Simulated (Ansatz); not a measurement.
`O[SiH2][CH2][SnH3]` + arsine → `O[SiH2]C[AsH2]` + `[SnH4]`  (substitution at a C–Sn bond)

Isolated molecules relaxed with PBE0-D4/def2-TZVP in Ansatz; ΔE leaves out vibrations. CCSD(T)/CBS adds triple-zeta CCSD(T) − MP2 to the extrapolated MP2 energy (def2 sets, frozen cores). def2 core potentials past Kr. For As, Sn outer-core shells are correlated without core-valence functions, which leaves a few kJ/mol of doubt a bond. Scalar relativity is left out up to krypton. One conformer a species, not always the lowest.

`O[SiH2][CH2][SnH3]`:

Cartesian coordinates in Å:
```
O 2.088 0.838 0.152
Si 1.338 -0.319 -0.754
C -0.153 -1.012 0.114
Sn -1.621 0.489 0.572
H 1.590 1.634 0.347
H 0.894 0.236 -2.066
H 2.378 -1.352 -0.982
H -0.642 -1.764 -0.512
H 0.139 -1.491 1.052
H -0.836 2.005 0.744
H -2.751 0.610 -0.701
H -2.423 0.127 2.033
```

`[AsH3]`:

```xyz
4

As   -0.266   -0.365   -0.447
H    -0.187   -0.748    1.024
H     1.191    0.071   -0.466
H    -0.738    1.042   -0.110
```

`O[SiH2]C[AsH2]`:

Cartesian coordinates in Å:
```
O -1.331 -1.404 -1.453
Si -0.066 -0.740 -0.624
C -0.527 0.743 0.401
As 1.056 1.560 1.269
H -1.968 -1.920 -0.960
H 0.908 -0.331 -1.663
H 0.544 -1.749 0.288
H -0.995 1.524 -0.205
H -1.226 0.490 1.202
H 1.926 1.582 0.016
H 1.680 0.245 1.729
```

`[SnH4]`:

Cartesian coordinates in Å:
```
Sn 0.000 0.000 0.000
H -1.206 1.076 -0.538
H -0.517 -0.762 1.434
H 1.438 0.863 0.302
H 0.286 -1.177 -1.198
```

```csv
species,HF/def2-TZVPP energy (Eh)
`O[SiH2][CH2][SnH3]`,-619.76379
`[AsH3]`,-2235.93113
`O[SiH2]C[AsH2]`,-2640.04565
`[SnH4]`,-215.64433
```

**Question.** Work out ΔE.

**Answer.** ΔE = (-2640.04565) + (-215.64433) − (-619.76379) − (-2235.93113) = 0.00494 Eh = +3.1 kcal/mol. CCSD(T)/CBS gives +5.3 kcal/mol.

Largest T1 diagnostic among the species: 0.013.
